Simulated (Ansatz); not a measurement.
Process, species as SMILES: [SeH] (SeH) → [SeH-] (an electron is taken up)
B3LYP-D3(BJ)/def2-TZVP geometries, fixed; electronic energies without zero-point terms; positive where energy is released.

Basis-set convergence of the adiabatic electron affinity at PBE with Ansatz (a program for electronic structure). Cartesian d functions, on some or all atoms, in 3-21G, 6-31G, 6-31G*, 6-31G**; all else is spherical. The program fits the integrals of some runs and decomposes those of others, by size. Open shells are unrestricted. No added dispersion term, no relativity. Functions are those of the species that has most. Reference: the value in aug-cc-pV5Z, 2.306 eV, itself unsure by roughly 0.002 eV (its mean distance from aug-pcseg-3, aug-cc-pVQZ, def2-QZVPPD). Deviations are taken from unrounded values.

```tsv
basis	functions
STO-3G	19
3-21G	25
6-31G	31
cc-pVDZ	32
6-31G*	37
6-31G**	40
aug-pcseg-1	45
6-311G**	50
cc-pVTZ	57
aug-pcseg-2	82
cc-pVQZ	98
aug-pcseg-3	142
cc-pV5Z	159
```

Which is the smallest set listed that can be trusted to 0.1 eV here, that is, within that of the reference together with its larger relatives (same family, alike in diffuse functions; a set with none to test it counts only in the reference's own line)?

The smallest set listed that lies within 0.1 eV of the reference with all its larger relatives (same family, alike in diffuse functions; a set with none counts only in the reference's own line) is aug-pcseg-1 (45 functions, 0.057 eV off). Inside, with no larger relative to test it: cc-pV5Z. Value minus reference: STO-3G -4.853, 3-21G -0.966, 6-31G -0.356, cc-pVDZ -0.702, 6-31G* -0.409, 6-31G** -0.405, aug-pcseg-1 0.057, 6-311G** -0.288, cc-pVTZ -0.235, aug-pcseg-2 0.006, cc-pVQZ -0.120, aug-pcseg-3 0.001, cc-pV5Z -0.081 eV.
